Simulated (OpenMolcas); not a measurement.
**Fe7+, Ru7+, Os7+: d down the group**

- Program: OpenMolcas
- Method: RASSCF
- Basis: ANO-RCC-VTZP
- Scalar Hamiltonian: DKH2, point nucleus
- Spin-orbit coupling: state interaction with AMFI integrals over the reference wave functions, term energies averaged over their components

Active space for each ion: 7 electrons in 8 orbitals (RAS1 p, at most 2 holes; RAS2 d).

Computed levels in cm-1 above 2D 3/2:

```tsv
Level	Fe7+	Ru7+	Os7+
2D 5/2	1869	4460	15028
weight of 2D in the lowest level (%)	100	100	100
```

Measured, with the error of the calculation in %. Measured levels: Fe7+ from Corliss and Sugar, J. Phys. Chem. Ref. Data 11, 135 (1982).

| Level | Fe7+ |
| --- | --- |
| 2D 5/2 | 1836 (+1.8) |

The fine-structure level 2D 5/2 changes by a factor of 8.04 from Fe7+ to Os7+.

Without dynamic correlation excited terms often stand tens of per cent too high (terms of higher spin than the ground term too low), and those without a measured partner can miss by more than the paired ones. Active for correlation alone: 3p; no level in the range computed is led by a configuration that opens it, so any true level of that kind is missing (holds for Fe7+). Active for correlation alone: 4p; no level in the range computed is led by a configuration that opens it, so any true level of that kind is missing (holds for Ru7+). Active for correlation alone: 5p; no level in the range computed is led by a configuration that opens it, so any true level of that kind is missing (holds for Os7+). Computed and measured levels are paired by configuration, term and J; levels that our copy of the source lacks, or whose pairing is in doubt (as where it misses far off the trend of its configuration), stay unpaired and out of the deviations. Levels of configurations outside the active space are missing.
